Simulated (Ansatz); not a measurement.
SbH3 (SMILES [H][Sb]([H])[H]): methods side by side

The species is SbH3 (4 atoms), meant as a singlet with charge 0. As SMILES, `[H][Sb]([H])[H]`. The shape comes from GFN2-xTB, which is rough for such elements, and wasn't checked as a minimum.

Quantity: the vertical energy of the triplet above the singlet, in eV. The values are calculated.

```csv
level,kind,program,value (eV),less FCI/STO-3G
SVWN5/STO-3G,LDA,Ansatz,7.47,-0.02
BLYP/STO-3G,GGA,Ansatz,7.26,-0.23
revPBE/STO-3G,GGA,Ansatz,7.20,-0.29
BHLYP/STO-3G,global hybrid,Ansatz,7.45,-0.04
PBE0/STO-3G,global hybrid,Ansatz,7.34,-0.15
MP2/STO-3G,perturbation theory,Ansatz,7.52,+0.03
CCSDT/STO-3G,coupled cluster or CI,Ansatz,7.49,0.00
CCSDTQ/STO-3G,coupled cluster or CI,Ansatz,7.49,0.00
FCI/STO-3G,exact in the basis,Ansatz,7.49,0.00
```

FCI/STO-3G is exact within its basis and frozen core, so for wave-function methods in that basis the difference is their error; functionals converge differently with the basis, so for them it is only a difference. All-electron rows without a relativistic Hamiltonian named are non-relativistic. Spin-orbit coupling, which can split open shells on such heavy atoms by tenths of an eV, is left out. The values span 7.20 to 7.52 eV. A triplet this far above the singlet is often a Rydberg-like or dissociative state; sets without diffuse functions put Rydberg states too high. All rows use very small basis sets, so none should be taken for the real molecule's value. In the correlated wave-function rows the outer d shell of Sb is correlated, in sets not made for it.
